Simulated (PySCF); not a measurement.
# How methods differ on the ionisation energy of Ni

Ni [Ar] 3d8 4s2 (3F) → Ni⁺ [Ar] 3d9 (2D), as a difference of total energies. All numbers are calculated (PySCF 2.14, no relativity, point nucleus, in aug-cc-pVTZ (8s7p5d3f2g, 93 functions)). Correlated levels: valence: [Ar] frozen. The calculations carry no spin-orbit coupling.

| method | ionisation energy (eV) |
| --- | --- |
| UHF | 7.717 |
| MP2 (valence) | 6.438 |
| SCS-MP2 (valence) | 6.644 |
| CCSD (valence) | 7.298 |
| CCSD(T) (valence) | 7.267 |

How much does correlation contribute at CCSD(T) (valence)?

7.267 − (7.717) = -0.450 eV, measured against UHF.

These non-relativistic numbers lack the scalar-relativistic shift.

The reference lies between the lowest fine-structure levels, while these numbers refer to the centres of the terms.

Errors of the correlated levels include the incompleteness of this basis and the frozen core.

For comparison: 7.640 eV (measured; NIST Atomic Spectra Database, ionization energies).
